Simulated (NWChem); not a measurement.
System: SiH, doublet; SMILES [SiH]

The following NWChem deck was run.

```
start job
memory heap 200 mb stack 900 mb global 1100 mb
geometry units angstroms noautosym nocenter noautoz
  Si     0.000000     0.000000    -0.128985
  H      0.000000     0.000000     1.442593
end
basis spherical
  * library iglo-iii
end
dft
  odft
  mult 2
  xc pbe0
  iterations 150
end
property
  hyperfine
end
task dft property
```

Excerpt of the output:

```
             Northwest Computational Chemistry Package (NWChem) 7.3.0
             --------------------------------------------------------

                             Geometry "geometry" -> ""
                             -------------------------

 Output coordinates in angstroms (scale by  1.889725989 to convert to a.u.)

  No.       Tag          Charge          X              Y              Z
 ---- ---------------- ---------- -------------- -------------- --------------
    1 Si                  14.0000     0.00000000     0.00000000    -0.12898500
    2 H                    1.0000     0.00000000     0.00000000     1.44259300

 Effective nuclear repulsion energy (a.u.)       4.7140399560

                              NWChem Property Module
                              ----------------------

  itol2e modified to match energy
  convergence criterion.

                                 NWChem DFT Module
                                 -----------------

 Summary of "ao basis" -> "ao basis" (spherical)
 ------------------------------------------------------------------------------
       Tag                 Description            Shells   Functions and Types
 ---------------- ------------------------------  ------  ---------------------
 Si                         iglo-iii                18       44   8s7p3d
 H                          iglo-iii                 6       10   4s2p

  itol2e modified to match energy
  convergence criterion.

            General Information
            -------------------
          SCF calculation type: DFT
          Wavefunction type:  spin polarized.
          No. of atoms     :     2
          No. of electrons :    15
           Alpha electrons :     8
            Beta electrons :     7
          Charge           :     0
          Spin multiplicity:     2
          Use of symmetry is: off; symmetry adaption is: off
          Maximum number of iterations: 150
          AO basis - number of functions:    54
                     number of shells:    24
          Convergence on energy requested:  1.00D-07
          Convergence on density requested:  1.00D-05
          Convergence on gradient requested:  5.00D-04

              XC Information
              --------------
                         PBE0 Method XC Functional
                     Hartree-Fock (Exact) Exchange  0.250
          PerdewBurkeErnzerhof Exchange Functional  0.750
            Perdew 1991 LDA Correlation Functional  1.000 local
           PerdewBurkeErnz. Correlation Functional  1.000 non-local

             Grid Information
             ----------------
          Grid used for XC integration:  fine
          Radial quadrature: Mura-Knowles
          Angular quadrature: Lebedev.
          Tag              B.-S. Rad. Rad. Pts. Rad. Cut. Ang. Pts.
          ---              ---------- --------- --------- ---------
          Si                  1.10      123           8.0       770
          H                   0.35       60           8.0       590
          Grid pruning is: on
          Number of quadrature shells:   183
          Spatial weights used:  Erf1

      Superposition of Atomic Density Guess
      -------------------------------------

 Sum of atomic energies:        -289.33297989

      Non-variational initial energy
      ------------------------------

 Total energy =    -289.177270
 1-e energy   =    -410.385571
 2-e energy   =     116.494261
 HOMO         =      -0.076766
 LUMO         =      -0.076766

   convergence    iter        energy       DeltaE   RMS-Dens  Diis-err
 ---------------- ----- ----------------- --------- --------- ---------
 d= 0,ls=0.0,diis     1   -289.8469145653 -2.95D+02  4.68D-03  3.31D-01
                                                     3.33D-03  3.23D-01
 d= 0,ls=0.0,diis     2   -289.8610614499 -1.41D-02  1.61D-03  2.16D-03
                                                     1.87D-03  2.42D-03
 d= 0,ls=0.0,diis     3   -289.8622465935 -1.19D-03  5.62D-04  1.08D-03
                                                     5.06D-04  9.27D-04
 d= 0,ls=0.0,diis     4   -289.8627117127 -4.65D-04  8.21D-05  1.07D-05
                                                     3.37D-05  6.35D-06
 d= 0,ls=0.0,diis     5   -289.8627189258 -7.21D-06  2.03D-05  4.82D-07
                                                     3.26D-05  9.92D-07
  Resetting Diis
 d= 0,ls=0.0,diis     6   -289.8627199272 -1.00D-06  7.48D-06  8.91D-08
                                                     6.51D-06  4.96D-08
 d= 0,ls=0.0,diis     7   -289.8627200030 -7.58D-08  1.15D-06  1.51D-09
                                                     2.34D-06  4.67D-09

         Total DFT energy =     -289.862720003004
      One electron energy =     -410.752499566526
           Coulomb energy =      137.230602803448
    Exchange-Corr. energy =      -21.054863195943
 Nuclear repulsion energy =        4.714039956016

 Numeric. integr. density =       14.999999920619

                    DFT Final Alpha Molecular Orbital Analysis
                    ------------------------------------------

 Vector    6  Occ=1.000000D+00  E=-4.978043D-01
              MO Center=  7.4D-10,  3.7D-09,  3.8D-01, r^2= 1.5D+00
   Bfn.  Coefficient  Atom+Function         Bfn.  Coefficient  Atom+Function
  ----- ------------  ---------------      ----- ------------  ---------------
     7      0.547801  1 Si s                  8      0.392002  1 Si s
     6     -0.302603  1 Si s                  5     -0.174039  1 Si s
    47      0.170239  2 H  s                 46      0.117525  2 H  s
    26      0.081244  1 Si pz                45      0.050415  2 H  s
     3      0.049835  1 Si s                 29      0.030166  1 Si pz

 Vector    7  Occ=1.000000D+00  E=-2.874120D-01
              MO Center=  1.3D-09,  1.0D-08,  1.4D-01, r^2= 2.4D+00
   Bfn.  Coefficient  Atom+Function         Bfn.  Coefficient  Atom+Function
  ----- ------------  ---------------      ----- ------------  ---------------
     8      0.407322  1 Si s                 26     -0.309416  1 Si pz
    29     -0.289005  1 Si pz                 7      0.271659  1 Si s
    47     -0.270003  2 H  s                 46     -0.164665  2 H  s
     6     -0.151804  1 Si s                 48     -0.128713  2 H  s
    20      0.088047  1 Si pz                 5     -0.086231  1 Si s

 Vector    8  Occ=1.000000D+00  E=-2.013544D-01
              MO Center=  2.8D-09,  2.5D-09, -8.4D-02, r^2= 2.4D+00
   Bfn.  Coefficient  Atom+Function         Bfn.  Coefficient  Atom+Function
  ----- ------------  ---------------      ----- ------------  ---------------
    27      0.616352  1 Si px                24      0.444784  1 Si px
    28     -0.192212  1 Si py                25     -0.138708  1 Si py
    18     -0.113479  1 Si px                15     -0.059811  1 Si px
    21     -0.053636  1 Si px                19      0.035389  1 Si py

 Vector    9  Occ=0.000000D+00  E=-1.178068D-01
              MO Center= -2.7D-09, -8.3D-09, -9.0D-02, r^2= 2.5D+00
   Bfn.  Coefficient  Atom+Function         Bfn.  Coefficient  Atom+Function
  ----- ------------  ---------------      ----- ------------  ---------------
    28      0.650715  1 Si py                25      0.403954  1 Si py
    27      0.202929  1 Si px                24      0.125975  1 Si px
    19     -0.110319  1 Si py                16     -0.057077  1 Si py
    22     -0.048828  1 Si py                18     -0.034403  1 Si px

 Vector   10  Occ=0.000000D+00  E= 4.323683D-02
              MO Center=  4.8D-10,  2.4D-09,  5.0D-01, r^2= 4.5D+00
   Bfn.  Coefficient  Atom+Function         Bfn.  Coefficient  Atom+Function
  ----- ------------  ---------------      ----- ------------  ---------------
    48      1.454809  2 H  s                 29     -1.210381  1 Si pz
     8     -1.013952  1 Si s                 47      0.315343  2 H  s
    26     -0.264677  1 Si pz                 7     -0.179775  1 Si s
     6      0.113887  1 Si s                 46      0.111463  2 H  s
    20      0.073006  1 Si pz                32      0.073148  1 Si d  0

 Vector   11  Occ=0.000000D+00  E= 1.229058D-01
              MO Center=  1.7D-10,  1.9D-09,  1.2D+00, r^2= 4.6D+00
   Bfn.  Coefficient  Atom+Function         Bfn.  Coefficient  Atom+Function
  ----- ------------  ---------------      ----- ------------  ---------------
    48      1.707156  2 H  s                 47     -0.917549  2 H  s
    32     -0.392117  1 Si d  0               7     -0.345628  1 Si s
     8     -0.294348  1 Si s                  6      0.096556  1 Si s
    37     -0.076596  1 Si d  0              45     -0.062718  2 H  s
    29     -0.060421  1 Si pz                34      0.056812  1 Si d  2

                     DFT Final Beta Molecular Orbital Analysis
                     -----------------------------------------

 Vector    5  Occ=1.000000D+00  E=-3.680608D+00
              MO Center= -9.5D-12, -5.3D-12, -1.3D-01, r^2= 1.0D-01
   Bfn.  Coefficient  Atom+Function         Bfn.  Coefficient  Atom+Function
  ----- ------------  ---------------      ----- ------------  ---------------
    18      0.436794  1 Si px                21      0.337301  1 Si px
    15      0.255661  1 Si px                19     -0.136216  1 Si py
    22     -0.105189  1 Si py                12      0.087703  1 Si px
    16     -0.079729  1 Si py                24      0.037255  1 Si px
    13     -0.027351  1 Si py

 Vector    6  Occ=1.000000D+00  E=-4.679120D-01
              MO Center= -1.2D-09, -3.3D-09,  4.9D-01, r^2= 1.5D+00
   Bfn.  Coefficient  Atom+Function         Bfn.  Coefficient  Atom+Function
  ----- ------------  ---------------      ----- ------------  ---------------
     7      0.525504  1 Si s                  8      0.338328  1 Si s
     6     -0.284350  1 Si s                 47      0.206912  2 H  s
     5     -0.171250  1 Si s                 46      0.136305  2 H  s
    26      0.083979  1 Si pz                45      0.057104  2 H  s
    48      0.050511  2 H  s                  3      0.047445  1 Si s

 Vector    7  Occ=1.000000D+00  E=-2.750550D-01
              MO Center= -3.0D-09, -1.2D-08,  6.8D-03, r^2= 2.4D+00
   Bfn.  Coefficient  Atom+Function         Bfn.  Coefficient  Atom+Function
  ----- ------------  ---------------      ----- ------------  ---------------
     8      0.458932  1 Si s                  7      0.303471  1 Si s
    26     -0.302713  1 Si pz                47     -0.288385  2 H  s
    29     -0.266404  1 Si pz                 6     -0.169680  1 Si s
    46     -0.156868  2 H  s                 48     -0.140558  2 H  s
     5     -0.100238  1 Si s                 20      0.087556  1 Si pz

 Vector    8  Occ=0.000000D+00  E=-1.046267D-01
              MO Center=  3.2D-09,  1.0D-08, -1.0D-01, r^2= 2.5D+00
   Bfn.  Coefficient  Atom+Function         Bfn.  Coefficient  Atom+Function
  ----- ------------  ---------------      ----- ------------  ---------------
    28      0.650659  1 Si py                25      0.400907  1 Si py
    27      0.202911  1 Si px                24      0.125025  1 Si px
    19     -0.111498  1 Si py                16     -0.056866  1 Si py
    22     -0.046485  1 Si py                18     -0.034771  1 Si px

 Vector    9  Occ=0.000000D+00  E=-6.668892D-02
              MO Center= -1.5D-09, -3.8D-09, -9.6D-02, r^2= 2.6D+00
   Bfn.  Coefficient  Atom+Function         Bfn.  Coefficient  Atom+Function
  ----- ------------  ---------------      ----- ------------  ---------------
    27      0.676901  1 Si px                24      0.365145  1 Si px
    28     -0.211095  1 Si py                25     -0.113872  1 Si py
    18     -0.110159  1 Si px                15     -0.054353  1 Si px
    21     -0.038483  1 Si px                19      0.034353  1 Si py
    49      0.029884  2 H  px

 Vector   10  Occ=0.000000D+00  E= 5.311352D-02
              MO Center= -4.7D-10, -1.7D-09,  6.5D-01, r^2= 4.6D+00
   Bfn.  Coefficient  Atom+Function         Bfn.  Coefficient  Atom+Function
  ----- ------------  ---------------      ----- ------------  ---------------
    48      1.559767  2 H  s                 29     -1.194275  1 Si pz
     8     -1.037123  1 Si s                 26     -0.250984  1 Si pz
    47      0.220620  2 H  s                  7     -0.207690  1 Si s
     6      0.123719  1 Si s                 46      0.111622  2 H  s
    20      0.073796  1 Si pz                 5      0.072152  1 Si s

   alpha - beta orbital overlaps
   -----------------------------

   alpha      1      2      3      4      5      6      7      8      9     10
    beta      1      2      3      5      4      6      7      9      8     10
 overlap   1.000  1.000  1.000  1.000  1.000  0.996  0.996  0.998  1.000  0.995

[...]

          ----------------------
          Hyperfine Interactions
          ----------------------

 Total Spin Density (Fermi Contact Term)
 ------------------ --------------------
     Atom            x         y         z       Density (a.u.)      Aiso(MHz)     Aiso(Gauss)
     1  29-Si     0.00000   0.00000  -0.24375      -0.003992          3.547496       1.265833
     2   1-H      0.00000   0.00000   2.72611      -0.006857        -30.650893     -10.936982

           -------------------------------------------
           Anisotropic Interaction (Spin-Dipolar Term)
           -------------------------------------------

 ------------------------------------------------------------
     Atom            x         y         z
 ------------------------------------------------------------
     1  29-Si     0.00000   0.00000  -0.24375

   Spin-Dipolar term (a.u.)
        xx             yy             zz             xy             xz             yz
 ------------------------------------------------------------------------------------------
       1.661794      -0.706967      -0.954827      -0.818292      -0.000000      -0.000000

   Principal Comp. of -hf- tensor (au)            Anisotropic -hfcc- (MHz)               Anisotropic -hfcc- (Gauss)
 --------------------------------------------------------------------------------------------------------------------------
      1.916982    -0.962155    -0.954827    -203.361271   102.069359   101.291911     -72.564236    36.420824    36.143412

   Orientation of the principal axis of Hyperfine Tensor w.r.t absolute (molecular) frame
 --------------------------------------------------------------------------------------------------------------------------
      0.954655     0.297714    -0.000002
     -0.297714     0.954655    -0.000008
      0.000000     0.000008     1.000000

 ------------------------------------------------------------
     Atom            x         y         z
 ------------------------------------------------------------
     2   1-H      0.00000   0.00000   2.72611

   Spin-Dipolar term (a.u.)
        xx             yy             zz             xy             xz             yz
 ------------------------------------------------------------------------------------------
       0.004317      -0.020753       0.016436      -0.008661      -0.000000       0.000000

   Principal Comp. of -hf- tensor (au)            Anisotropic -hfcc- (MHz)               Anisotropic -hfcc- (Gauss)
 --------------------------------------------------------------------------------------------------------------------------
      0.007018    -0.023454     0.016436       3.744571   -12.514107     8.769535       1.336154    -4.465337     3.129183

   Orientation of the principal axis of Hyperfine Tensor w.r.t absolute (molecular) frame
 --------------------------------------------------------------------------------------------------------------------------
      0.954655     0.297714    -0.000000
     -0.297714     0.954655     0.000000
      0.000000    -0.000000     1.000000
```

Level: PBE0/IGLO-III, spin-unrestricted, contact and dipolar terms. The state is orbitally degenerate and is run as one real component. Coordinates come from a B3LYP/6-31G* (spherical d), spin-unrestricted optimisation. No stability test was run on the SCF state.
